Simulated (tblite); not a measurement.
Species: C₅H₁₀AlFS.
Atom-mapped SMILES: `[CH2:1]=[CH:2]/[CH:3]=[CH:4]/[S@@+:5]([CH3:6])[AlH2-:7][F:8]` (hydrogens: H9, H10 on C1; H11 on C2; H12 on C3; H13 on C4; H14, H15, H16 on C6; H17, H18 on Al7)
Bond orders are those of one Lewis drawing.

Computed with GFN2-xTB (tblite), gas phase: L-BFGS steps from a force-field or distance-geometry start until the largest atomic force falls under 0.01 eV/Å.

Step 109: E = -677.8372 eV
```
atom  x, y, z in Å  |  force x, y, z in eV/Å
C1      3.2432    0.5312    0.0493   -0.004   0.027   0.002
C2      2.2626   -0.1649   -0.5167    0.016  -0.036  -0.004
C3      0.9274   -0.2635    0.0228   -0.020   0.010   0.022
C4     -0.0315   -0.9435   -0.6080    0.002  -0.008  -0.003
S5     -1.6951   -1.1983   -0.1161   -0.009  -0.006   0.008
C6     -1.7457   -0.6690    1.6173    0.017  -0.019   0.015
Al7    -2.0272    1.0524   -1.1675    0.004  -0.016   0.000
F8     -3.6806    1.0220   -1.1744   -0.006   0.033   0.034
H9      3.0998    1.0737    0.9681   -0.022   0.019   0.022
H10     4.2195    0.5943   -0.3972    0.026  -0.016   0.013
H11     2.4400   -0.7035   -1.4377   -0.005   0.027  -0.026
H12     0.7402    0.2391    0.9608    0.009  -0.011   0.006
H13     0.1574   -1.4447   -1.5452    0.017  -0.022  -0.019
H14    -0.8980   -1.0969    2.1422    0.048   0.020  -0.018
H15    -1.7538    0.4180    1.6860    0.022   0.006   0.000
H16    -2.6632   -1.0749    2.0287   -0.076   0.006  -0.006
H17    -1.2783    0.7857   -2.4856   -0.017  -0.008  -0.036
H18    -1.3256    1.8493   -0.0384   -0.002  -0.007  -0.010
```

Step 110: E = -677.8381 eV
```
atom  x, y, z in Å  |  force x, y, z in eV/Å
C1      3.2417    0.5330    0.0499    0.008  -0.011  -0.016
C2      2.2634   -0.1689   -0.5141    0.016   0.038   0.023
C3      0.9274   -0.2673    0.0249    0.008  -0.001  -0.008
C4     -0.0317   -0.9450   -0.6084    0.006   0.010   0.012
S5     -1.6946   -1.1971   -0.1152   -0.034  -0.007   0.011
C6     -1.7451   -0.6686    1.6194    0.027  -0.021   0.017
Al7    -2.0264    1.0514   -1.1710    0.012   0.004   0.010
F8     -3.6798    1.0234   -1.1715   -0.006   0.031   0.035
H9      3.0964    1.0732    0.9693   -0.019   0.028   0.033
H10     4.2197    0.5976   -0.3951   -0.014  -0.015   0.023
H11     2.4408   -0.7006   -1.4376    0.000  -0.011  -0.051
H12     0.7399    0.2347    0.9627    0.009  -0.012   0.016
H13     0.1548   -1.4431   -1.5474    0.024  -0.028  -0.019
H14    -0.8937   -1.0957    2.1410    0.008   0.023  -0.020
H15    -1.7534    0.4187    1.6903    0.017  -0.009  -0.010
H16    -2.6636   -1.0760    2.0297   -0.035   0.015  -0.010
H17    -1.2856    0.7873   -2.4951   -0.016  -0.014  -0.020
H18    -1.3190    1.8496   -0.0434   -0.012  -0.021  -0.027
```

**Question.** Estimate the geometry and energy of step 111. (The exact step hangs on the optimiser's Hessian estimate; all steps are aligned on step 110, rigid shifts and turns removed.)

**Answer.** E = -677.8387 eV, largest force 0.071 eV/Å
```
atom  x, y, z in Å  |  force x, y, z in eV/Å
C1      3.2401    0.5344    0.0516    0.012  -0.026  -0.025
C2      2.2637   -0.1716   -0.5106    0.009   0.058   0.005
C3      0.9271   -0.2713    0.0269    0.014   0.003  -0.006
C4     -0.0318   -0.9471   -0.6086    0.001   0.019   0.015
S5     -1.6955   -1.1971   -0.1157   -0.028  -0.006   0.013
C6     -1.7435   -0.6690    1.6196    0.011  -0.021   0.004
Al7    -2.0267    1.0509   -1.1732    0.016   0.014   0.011
F8     -3.6801    1.0270   -1.1656   -0.008   0.028   0.035
H9      3.0941    1.0747    0.9700   -0.024   0.037   0.056
H10     4.2181    0.6010   -0.3931   -0.016  -0.016   0.018
H11     2.4410   -0.6998   -1.4359    0.006  -0.025  -0.050
H12     0.7394    0.2305    0.9649    0.007  -0.018   0.015
H13     0.1539   -1.4425   -1.5492    0.026  -0.031  -0.016
H14    -0.8899   -1.0949    2.1385   -0.003   0.014  -0.013
H15    -1.7506    0.4185    1.6898    0.010  -0.008  -0.009
H16    -2.6628   -1.0761    2.0306   -0.004   0.024  -0.013
H17    -1.2921    0.7882   -2.5013   -0.017  -0.021  -0.016
H18    -1.3130    1.8508   -0.0505   -0.014  -0.026  -0.023
```

The energy changes by -0.0006 eV. The first-order estimate −F·Δx gives -0.0008 eV and the mean of the old and new forces, exact on a quadratic surface, -0.0006 eV. The step makes an angle of 74° with the force vector and moves no atom by more than 0.009 Å.

What follows is the cost of the whole relaxation. Time: 2.9 s. Hardware: one thread, Arm Neoverse N1 (aarch64), shared host.
